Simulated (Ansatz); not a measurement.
`C/C=C(\N)Cl` + `O[CH2][ZnH]` → `CO[CH2][ZnH]` + `C=C(N)Cl`  (substitution at a C–C bond)

Isolated molecules relaxed with PBE0-D4/def2-TZVP in Ansatz; ΔE leaves out vibrations. CBS: MP2 limit from def2 TZ/QZ plus the TZ coupled-cluster correction, frozen cores. Functionals use def2-TZVPP. For Zn outer-core shells are correlated without core-valence functions, which leaves a few kJ/mol of doubt a bond. Scalar relativity is left out up to krypton. One conformer a species, not always the lowest.

Task: Is it downhill or uphill in electronic energy at CCSD(T)/CBS, and by how much? (Best estimate.)

Result: The calculation gave: Uphill: ΔE = +34.2 kJ/mol.

Task: What do these levels give: PBE-D4, r2SCAN-D4, PBE0-D4, ωB97X-V, PBE, r2SCAN, HF/def2-TZVPP, MP2/def2-TZVPP, SCS-MP2/def2-TZVPP, HF/def2-QZVPP, SCS-MP2/def2-QZVPP, HF/CBS(def2)? (Best estimate.)

Result: Ansatz gave: PBE-D4 36.1, r2SCAN-D4 32.5, PBE0-D4 34.8, ωB97X-V 28.4, PBE 35.0, r2SCAN 32.1, HF/def2-TZVPP 17.4, MP2/def2-TZVPP 35.0, SCS-MP2/def2-TZVPP 30.4, HF/def2-QZVPP 17.5, SCS-MP2/def2-QZVPP 32.4, HF/CBS(def2) 17.5 kJ/mol.

Largest T1 diagnostic among the species: 0.014.

In def2-TZVPP, CCSD(T) changes the Hartree–Fock value by +13.4 kJ/mol (the triples alone add +1.3 kJ/mol) and MP2 by +17.6 kJ/mol.
